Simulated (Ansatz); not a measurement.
C2H6OSi can be A, `[SiH3]C1CO1`, or B, `CC1O[SiH2]1`.

Computed with Ansatz on PBE0-D4/def2-TZVP structures; ΔE is electronic, products minus reactants. CBS: MP2 limit from def2 TZ/QZ plus the TZ coupled-cluster correction, frozen cores. Functionals use def2-TZVPP.

(1) Which is lower in electronic energy at CCSD(T)/CBS, and by how much? (An estimate is asked.)

(2) Give E(B) − E(A) in kcal/mol with HF/def2-TZVPP, MP2/def2-TZVPP, CCSD(T)/def2-SVP, PBE0-D4, CCSD/def2-TZVPP, r2SCAN-D4, CCSD(T)/def2-TZVPP. (An estimate is asked.)

(3) Does the order hold for the free energy at 298.15 K (harmonic terms from PBE0-D4)? (Estimate.)

Largest T1 diagnostic: 0.013.

Answers

(1) Computed: B, by 26.1 kcal/mol.

(2) Ansatz gave: HF/def2-TZVPP -22.6, MP2/def2-TZVPP -26.3, CCSD(T)/def2-SVP -20.3, PBE0-D4 -24.3, CCSD/def2-TZVPP -24.8, r2SCAN-D4 -26.0, CCSD(T)/def2-TZVPP -25.0. None reverses the order clearly.

(3) The calculation gave: Yes: G(B) − G(A) = -24.1 kcal/mol.

Leaving LDA and LC-ωPBE aside and taking each functional with its dispersion term where it has one, the values, not all of them listed here, spread over 2.4 kcal/mol, from r2SCAN-D4 to ωB97X-V. LDA lies −1.7 kcal/mol from PBE without D4. In def2-TZVPP, CCSD(T) changes the Hartree–Fock value by −2.5 kcal/mol (the triples alone add −0.3 kcal/mol) and MP2 by −3.7 kcal/mol.
